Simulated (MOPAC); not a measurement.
A run for MOPAC: PM6 on C3H4O (a complex).

```
PM6 1SCF PRECISE CHARGE=0 THREADS=1
C3H4O

C      0.55286186 1     0.37814664 1     0.23238373 1
C     -0.51979850 1    -0.33351269 1    -0.08030164 1
H      0.50620268 1     1.45305112 1     0.35926049 1
H      1.52180358 1    -0.08345295 1     0.37739485 1
H     -0.47307577 1    -1.40849635 1    -0.20638181 1
H     -1.48923763 1     0.12873788 1    -0.22186758 1
C      0.55812412 1    -0.01293812 1     3.63693498 1
O     -0.51620997 1    -0.08133676 1     3.96397599 1
```

Program output:

```
*******************************************************************************
 **                                                                           **
 **                              MOPAC v23.2.5                                **
 **                                                                           **
 *******************************************************************************
 ** MOPAC's Digital Object Identifier: https://doi.org/10.5281/zenodo.6511958 **
 **                                                                           **
 ** Please cite the open-source release paper for use of this MOPAC version:  **
 ** J. E. Moussa and J. J. P. Stewart (2026)                                  **
 ** MOPAC: An open-source semiempirical molecular orbital program             **
 ** J. Open Source Softw., 11(119), 8025, https://doi.org/10.21105/joss.08025 **
 *******************************************************************************

                              PM6 CALCULATION RESULTS

 *******************************************************************************
 *  PM6        - The PM6 Hamiltonian to be used
 *
 *
 *
 *                 CHARGE ON SYSTEM = 0
 *
 *
 *
 *  PRECISE    - TIGHTER CRITERIA TO BE USED
 *  1SCF       - DO 1 SCF AND THEN STOP
 *  THREADS=1  - MULTI-THREADING NOT USED
 *  T=         - A TIME OF 172800.0 SECONDS REQUESTED
 *  DUMP=N     - RESTART FILE WRITTEN EVERY 7200.0 SECONDS REQUESTED
 *******************************************************************************
PM6 1SCF PRECISE CHARGE=0 THREADS=1
 C3H4O

   ATOM   CHEMICAL          X               Y               Z
  NUMBER   SYMBOL      (ANGSTROMS)     (ANGSTROMS)     (ANGSTROMS)

     1       C          0.55286186  *   0.37814664  *   0.23238373  *
     2       C         -0.51979850  *  -0.33351269  *  -0.08030164  *
     3       H          0.50620268  *   1.45305112  *   0.35926049  *
     4       H          1.52180358  *  -0.08345295  *   0.37739485  *
     5       H         -0.47307577  *  -1.40849635  *  -0.20638181  *
     6       H         -1.48923763  *   0.12873788  *  -0.22186758  *
     7       C          0.55812412  *  -0.01293812  *   3.63693498  *
     8       O         -0.51620997  *  -0.08133676  *   3.96397599  *



          CARTESIAN COORDINATES

    NO.       ATOM           X           Y           Z

     1         C          0.5529      0.3781      0.2324
     2         C         -0.5198     -0.3335     -0.0803
     3         H          0.5062      1.4531      0.3593
     4         H          1.5218     -0.0835      0.3774
     5         H         -0.4731     -1.4085     -0.2064
     6         H         -1.4892      0.1287     -0.2219
     7         C          0.5581     -0.0129      3.6369
     8         O         -0.5162     -0.0813      3.9640

 General Reference for PM6:
 "Optimization of Parameters for Semiempirical Methods V: Modification of NDDO Approximations
 and Application to 70 Elements", J. J. P. Stewart, J. Mol. Mod., 13, 1173-1213 (2007)
 URL: https://link.springer.com/article/10.1007/s00894-007-0233-4

           Empirical Formula: C3 H4 O  =     8 atoms



      MOLECULAR POINT GROUP   :   C1


      RHF CALCULATION, NO. OF DOUBLY OCCUPIED LEVELS = 11


 -------------------------------------------------------------------------------
 PM6 1SCF PRECISE CHARGE=0 THREADS=1
 C3H4O



     1SCF WAS SPECIFIED, SO BFGS WAS NOT USED
     SCF FIELD WAS ACHIEVED


                              PM6 CALCULATION
                                                       MOPAC v23.2.5 Linux




          FINAL HEAT OF FORMATION =          2.25777 KCAL/MOL =       9.44650 KJ/MOL


          COSMO AREA              =        115.79 SQUARE ANGSTROMS
          COSMO VOLUME            =         97.14 CUBIC ANGSTROMS

          IONIZATION POTENTIAL    =         10.780134 EV
          HOMO LUMO ENERGIES (EV) =        -10.780  1.062
          NO. OF FILLED LEVELS    =         11
          MOLECULAR WEIGHT        =         56.0640         POINT GROUP:  C1

          MOLECULAR DIMENSIONS (Angstroms)

            Atom       Atom       Distance
            O     8    H     5     4.37665
            H     6    H     4     3.04023
            H     3    H     5     2.66022


          SCF CALCULATIONS        =          1





   ATOM   CHEMICAL          X               Y               Z
  NUMBER   SYMBOL      (ANGSTROMS)     (ANGSTROMS)     (ANGSTROMS)

     1       C          0.55286186  *   0.37814664  *   0.23238373  *
     2       C         -0.51979850  *  -0.33351269  *  -0.08030164  *
     3       H          0.50620268  *   1.45305112  *   0.35926049  *
     4       H          1.52180358  *  -0.08345295  *   0.37739485  *
     5       H         -0.47307577  *  -1.40849635  *  -0.20638181  *
     6       H         -1.48923763  *   0.12873788  *  -0.22186758  *
     7       C          0.55812412  *  -0.01293812  *   3.63693498  *
     8       O         -0.51620997  *  -0.08133676  *   3.96397599  *

                             CARTESIAN COORDINATES

   1    C        0.552861860     0.378146640     0.232383730
   2    C       -0.519798500    -0.333512690    -0.080301640
   3    H        0.506202680     1.453051120     0.359260490
   4    H        1.521803580    -0.083452950     0.377394850
   5    H       -0.473075770    -1.408496350    -0.206381810
   6    H       -1.489237630     0.128737880    -0.221867580
   7    C        0.558124120    -0.012938120     3.636934980
   8    O       -0.516209970    -0.081336760     3.963975990


           Empirical Formula: C3 H4 O  =     8 atoms



      MOLECULAR POINT GROUP   :   C1


                  EIGENVALUES
 -34.23717 -27.03024 -20.48652 -20.03305 -16.27100 -15.85974 -15.85278 -14.35325
 -12.19850 -11.87826 -10.78013   1.06223   1.32611   1.35003   5.35134   5.46194
   5.57996   6.27428   6.35861   6.46545


              NET ATOMIC CHARGES AND DIPOLE CONTRIBUTIONS

  ATOM NO.   TYPE          CHARGE      No. of ELECS.   s-Pop       p-Pop
    1          C          -0.294295        4.2943     1.11962     3.17467
    2          C          -0.289925        4.2899     1.11953     3.17040
    3          H           0.145268        0.8547     0.85473
    4          H           0.148135        0.8519     0.85186
    5          H           0.145346        0.8547     0.85465
    6          H           0.145745        0.8543     0.85425
    7          C           0.315162        3.6848     1.72420     1.96064
    8          O          -0.315435        6.3154     1.80002     4.51542
 DIPOLE           X         Y         Z       TOTAL
 POINT-CHG.     1.633     0.095    -0.497     1.709
 HYBRID        -1.555    -0.097     0.451     1.622
 SUM            0.078    -0.002    -0.046     0.090


          ATOMIC ORBITAL ELECTRON POPULATIONS

     Atom    s        px        py        pz
    1  C   1.11962   1.06684   1.10416   1.00367
    2  C   1.11953   1.06601   1.10402   1.00036
    3  H   0.85473
    4  H   0.85186
    5  H   0.85465
    6  H   0.85425
    7  C   1.72420   0.95418   0.48314   0.52332
    8  O   1.80002   1.48091   1.51864   1.51587

 **********************
 *                    *
 * JOB ENDED NORMALLY *
 *                    *
 **********************




 == MOPAC DONE ==
```

The run finished.

Cost: about 0.020 core-seconds (a rough figure).
